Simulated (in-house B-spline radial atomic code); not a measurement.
Ionisation energies with and without relativity, with size and susceptibility from the Dirac run. Dirac energy differences include first-order Breit, QED and recoil terms. NIST's values go from ground level to ground level; the uncertainty of those that are theory runs from under 0.1 % in few-electron ions to several per cent in heavy many-electron ones. Computed with a radial B-spline atomic code at the basis-set limit: non-relativistic Hartree-Fock and Dirac-Hartree-Fock, averages of the configuration (point nuclei without relativity, finite nuclei with it).

| ion | configuration | configuration after | ionisation non-relativistic (eV) | ionisation Dirac Breit and QED (eV) | tabulated value (eV) | radius at density 0.001 (bohr) | diamagnetic susceptibility (10⁻⁶ cm³/mol) |
| --- | --- | --- | --- | --- | --- | --- | --- |
| B4+ | 1s1 | bare | 340.1 | 340.2 | 340.226 | 1.059 | -0.094965 |
| Al4+ | [He] 2s2 2p5 | [He] 2s2 2p4 | 154.9 | 154.8 | 153.8252 | 1.82 | -2.2801 |
| Ga4+ | [Ar] 3d9 | [Ar] 3d8 | 86.4 | 85.9 | 86.01 | 2.33 | -8.3872 |
| In4+ | [Kr] 4d9 | [Kr] 4d8 | 73.5 | 72.6 | 69.3 | 2.785 | -17.961 |
| Tl4+ | [Xe] 4f14 5d9 | [Xe] 4f14 5d8 | 67.7 | 65.9 | 62.6 | 3.016 | -26.747 |
